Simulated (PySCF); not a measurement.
Al2O, SMILES [Al][O][Al] (connectivity only; charge and spin as stated), neutral, multiplicity 1.

Geometry optimised at r2SCAN-D4/def2-TZVP.

The numbers are results of TDA-B3LYP/def2-TZVPD in PySCF, not measurements.

Vertical excitations; the highest root listed may be one member of a degenerate set. Gas-phase values at a fixed geometry. State labels are in the subgroup D2h.

```json
[
 {"state": "S1", "symmetry": "B3u", "energy (eV)": "4.27", "λ (nm)": "290", "f": "0.144", "main pairs": "HOMO→LUMO (degenerate set)"},
 {"state": "S2", "symmetry": "B2u", "energy (eV)": "4.27", "λ (nm)": "290", "f": "0.144", "main pairs": "HOMO→LUMO+1 (degenerate set)"},
 {"state": "S3", "symmetry": "B2g", "energy (eV)": "4.41", "λ (nm)": "281", "f": "0.000", "main pairs": "HOMO→LUMO+3 (degenerate set)"},
 {"state": "S4", "symmetry": "B3g", "energy (eV)": "4.41", "λ (nm)": "281", "f": "0.000", "main pairs": "HOMO→LUMO+2 (degenerate set)"},
 {"state": "S5", "symmetry": "B1u", "energy (eV)": "5.54", "λ (nm)": "224", "f": "0.451", "main pairs": "HOMO→LUMO+4 97 %"},
 {"state": "S6", "symmetry": "B2g", "energy (eV)": "5.54", "λ (nm)": "224", "f": "0.000", "main pairs": "HOMO−1→LUMO (degenerate set)"},
 {"state": "S7", "symmetry": "B3g", "energy (eV)": "5.54", "λ (nm)": "224", "f": "0.000", "main pairs": "HOMO−1→LUMO+1 (degenerate set)"},
 {"state": "S8", "symmetry": "B3u", "energy (eV)": "5.86", "λ (nm)": "212", "f": "0.819", "main pairs": "HOMO−1→LUMO+3 (degenerate set)"},
 {"state": "S9", "symmetry": "B2u", "energy (eV)": "5.86", "λ (nm)": "212", "f": "0.819", "main pairs": "HOMO−1→LUMO+2 (degenerate set)"},
 {"state": "S10", "symmetry": "B1u", "energy (eV)": "5.94", "λ (nm)": "209", "f": "0.450", "main pairs": "HOMO→LUMO+6 97 %"},
 {"state": "T1", "symmetry": "B3u", "energy (eV)": "2.95", "λ (nm)": "420", "f": "0", "main pairs": "HOMO→LUMO, HOMO−1→LUMO+3 (degenerate set)"},
 {"state": "T2", "symmetry": "B2u", "energy (eV)": "2.95", "λ (nm)": "420", "f": "0", "main pairs": "HOMO→LUMO+1, HOMO−1→LUMO+2 (degenerate set)"},
 {"state": "T3", "symmetry": "B2g", "energy (eV)": "3.13", "λ (nm)": "396", "f": "0", "main pairs": "HOMO→LUMO+3, HOMO−1→LUMO (degenerate set)"},
 {"state": "T4", "symmetry": "B3g", "energy (eV)": "3.13", "λ (nm)": "396", "f": "0", "main pairs": "HOMO→LUMO+2, HOMO−1→LUMO+1 (degenerate set)"}
]
```
Triplets are in the Tamm–Dancoff approximation.
